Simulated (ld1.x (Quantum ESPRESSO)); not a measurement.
hafnium (Hf): PAW pseudisation with PBE, scalar-relativistic reference atom.

The input file (ld1.x (Quantum ESPRESSO) 7.5):

```
&input
   title='Hf', zed=72., rel=1, dft='PBE', iswitch=3,
   config='[Xe] 4f14 5d2 6s1 6p1',
   nld=4, rlderiv=3.10, eminld=-7.0, emaxld=5.0, deld=0.02
 /
 &inputp
   pseudotype=3, lpaw=.true., tm=.true., lloc=-1, rcloc=1.20,
   nlcc=.true., new_core_ps=.true., rcore=0.75,
   which_augfun='PSQ', rmatch_augfun_nc=.true.,
   file_pseudopw='Hf.UPF', file_wfcaegen='ae.wfc', file_wfcncgen='nc.wfc', file_beta='beta', file_chi='chi', file_wfcusgen='us.wfc'
 /
8
5S  1  0   2.00   0.00  1.65  1.95  0.0
6S  2  0   1.00   0.00  1.65  1.95  0.0
5P  2  1   6.00   0.00  2.45  2.85  0.0
6P  3  1   1.00   0.00  2.45  2.85  0.0
5D  3  2   2.00   0.00  1.90  2.25  0.0
5D  3  2   0.00   0.40  1.90  2.25  0.0
4F  4  3  14.00   0.00  0.95  1.30  0.0
4F  4  3   0.00   0.25  0.95  1.30  0.0
 &test
   configts(1)='4f14 5s2 5p6 5d2 6s1 6p1'
 /
```

Command:

```bash
ld1.x < Hf.in > Hf.out
```

Output (shortened: banner, matrices, multipoles, cross overlaps and the repeated all-electron block are left out):

```
Program LD1 v.7.5
     --------------------------- All-electron run ----------------------------

     Hf
     scalar relativistic calculation

     atomic number is 72.00
     dft =PBE   lsd =0 sic =0 latt =0  beta=0.20 tr2=1.0E-14
     Exchange-correlation= PBE
                           (   1   4   3   4   0   0   0)
     mesh =1271 r(mesh) =  99.31870 a.u. xmin = -7.00 dx = 0.01250
     1 Ry =  13.60569312 eV, c = 137.03599908

     n l     nl                  e(Ry)          e(Ha)          e(eV)
     1 0     1S 1( 2.00)     -4798.7201     -2399.3601    -65289.9132
     2 0     2S 1( 2.00)      -820.7533      -410.3766    -11166.9174
     2 1     2P 1( 6.00)      -720.6234      -360.3117     -9804.5815
     3 0     3S 1( 2.00)      -187.0946       -93.5473     -2545.5524
     3 1     3P 1( 6.00)      -157.1863       -78.5931     -2138.6285
     4 0     4S 1( 2.00)       -37.7796       -18.8898      -514.0171
     4 1     4P 1( 6.00)       -27.9696       -13.9848      -380.5461
     3 2     3D 1(10.00)      -121.8108       -60.9054     -1657.3203
     5 0     5S 1( 2.00)        -5.0337        -2.5169       -68.4875
     5 1     5P 1( 6.00)        -2.7225        -1.3612       -37.0409
     4 2     4D 1(10.00)       -15.2978        -7.6489      -208.1374
     4 3     4F 1(14.00)        -1.3450        -0.6725       -18.3001
     5 2     5D 1( 2.00)        -0.2850        -0.1425        -3.8780
     6 0     6S 1( 1.00)        -0.4411        -0.2205        -6.0014
     6 1     6P 1( 1.00)        -0.1516        -0.0758        -2.0622

     final scf error:  5.7E-15 reached in  27 iterations

     Etot =  -30156.161789 Ry,  -15078.080895 Ha, -410295.483069 eV

     Ekin =   33046.370849 Ry,   16523.185424 Ha,  449618.780594 eV
     Encl =  -74392.321502 Ry,  -37196.160751 Ha,-1012159.097064 eV
     Eh   =   11804.847416 Ry,    5902.423708 Ha,  160613.131308 eV
     Exc  =    -615.058552 Ry,    -307.529276 Ha,   -8368.297907 eV

     normalization and overlap integrals

     s(1S/1S) =  1.000000  <r> =   0.0190  <r2> =    0.0005  r(max) =   0.0120
     s(2S/2S) =  1.000000  <r> =   0.0804  <r2> =    0.0076  r(max) =   0.0679
     s(2P/2P) =  1.000000  <r> =   0.0717  <r2> =    0.0063  r(max) =   0.0556
     s(3S/3S) =  1.000000  <r> =   0.2086  <r2> =    0.0498  r(max) =   0.1917
     s(3P/3P) =  1.000000  <r> =   0.2085  <r2> =    0.0504  r(max) =   0.1893
     s(4S/4S) =  1.000000  <r> =   0.4682  <r2> =    0.2475  r(max) =   0.4375
     s(4P/4P) =  1.000000  <r> =   0.4976  <r2> =    0.2818  r(max) =   0.4599
     s(3D/3D) =  1.000000  <r> =   0.1890  <r2> =    0.0419  r(max) =   0.1550
     s(5S/5S) =  1.000000  <r> =   1.1348  <r2> =    1.4493  r(max) =   1.0109
     s(5P/5P) =  1.000000  <r> =   1.3409  <r2> =    2.0452  r(max) =   1.1599
     s(4D/4D) =  1.000000  <r> =   0.5352  <r2> =    0.3323  r(max) =   0.4716
     s(4F/4F) =  1.000000  <r> =   0.6770  <r2> =    0.5945  r(max) =   0.4542
     s(5D/5D) =  1.000000  <r> =   2.4027  <r2> =    7.1524  r(max) =   1.6667
     s(6S/6S) =  1.000000  <r> =   3.3791  <r2> =   13.0003  r(max) =   2.8529
     s(6P/6P) =  1.000000  <r> =   4.8606  <r2> =   27.3563  r(max) =   3.9485

     ------------------------ End of All-electron run ------------------------

     --------------------- Generating PAW atomic setup --------------------

      Generating local potential from pseudized AE potential:
      Matching radius rcloc =   1.2000

      Local pseudo, rcloc= 1.189 Estimated cut-off energy=    17.54 Ry

      Computing core charge for nlcc:

       r > 0.76 : true rho core
      Core charge pseudized with two Bessel functions
      Integrated core pseudo-charge :  24.00
      Wfc-us  5S rcutus= 1.961  Estimated cut-off energy=    14.62 Ry
      Wfc-us  6S rcutus= 1.961  Estimated cut-off energy=    29.73 Ry
      Wfc-us  5P rcutus= 2.853  Estimated cut-off energy=    11.03 Ry
      Wfc-us  6P rcutus= 2.853  Estimated cut-off energy=     8.50 Ry
      Wfc-us  5D rcutus= 2.278  Estimated cut-off energy=    21.93 Ry
      Wfc-us  5D rcutus= 2.278  Estimated cut-off energy=    24.87 Ry
      Wfc-us  4F rcutus= 1.314  Estimated cut-off energy=    93.28 Ry
      Wfc-us  4F rcutus= 1.314  Estimated cut-off energy=   153.22 Ry

     Required augmentation: PSQ   radius:    2.850000

     Q pseudized with Bessel functions
     Expected ecutrho=     608.1569 due to l1=  3   l2=  3

     Estimated PAW energy =-1151.879272 Ryd

     ------------------- End of pseudopotential generation -------------------

     Computing logarithmic derivative in   3.09443
     Computing logarithmic derivative in   3.09443
     Computing the partial wave expansion
     R is outside the sphere for l=    0 j= 0.00
     R is outside the sphere for l=    0 j= 0.00
     R is outside the sphere for l=    1 j= 0.00
     R is outside the sphere for l=    1 j= 0.00
     R is outside the sphere for l=    2 j= 0.00
     R is outside the sphere for l=    2 j= 0.00
     R is outside the sphere for l=    3 j= 0.00
     R is outside the sphere for l=    3 j= 0.00

     ---------------------- Testing the pseudopotential ----------------------

     Hf
     scalar relativistic calculation

     atomic number is 72.00   valence charge is 26.00
     dft = SLA  PW   PBX  PBC   lsd =0 sic =0 latt =0  beta=0.20 tr2=1.0E-14
     mesh =1271 r(mesh) =  99.31870 xmin = -7.00 dx = 0.01250

     n l     nl             e AE (Ry)        e PS (Ry)    De AE-PS (Ry)
     4 3     4F   1(14.00)       -1.34504       -1.34490       -0.00013
     1 0     5S   1( 2.00)       -5.03374       -5.03371       -0.00003
     2 1     5P   1( 6.00)       -2.72246       -2.72245       -0.00001
     3 2     5D   1( 2.00)       -0.28503       -0.28503       -0.00000
     2 0     6S   1( 1.00)       -0.44109       -0.44108       -0.00001
     3 1     6P   1( 1.00)       -0.15157       -0.15157       -0.00000

     eps = 1.8E-15  iter = 21

     Etot =  -30156.161789 Ry,  -15078.080895 Ha, -410295.483069 eV
     Etotps = -1151.879303 Ry,    -575.939652 Ha,  -15672.116316 eV

     Ekin =    1079.002336 Ry,     539.501168 Ha,   14680.574666 eV
     Encl =   -2194.930224 Ry,   -1097.465112 Ha,  -29863.547050 eV
     Ehrt =     579.107496 Ry,     289.553748 Ha,    7879.158875 eV
     Ecxc =    -615.058912 Ry,    -307.529456 Ha,   -8368.302807 eV
     (Ecc =     -98.661424 Ry,     -49.330712 Ha,   -1342.357058 eV)

     ---------------------- End of pseudopotential test ----------------------
```

Note: ghost state, extra bound levels that the all-electron valence spectrum of the same l lacks: s at -46.7 eV. A true bound ghost makes a file unfit for plane-wave use.

Generation and configuration tests took about 5.2 s on one core of a shared server CPU.
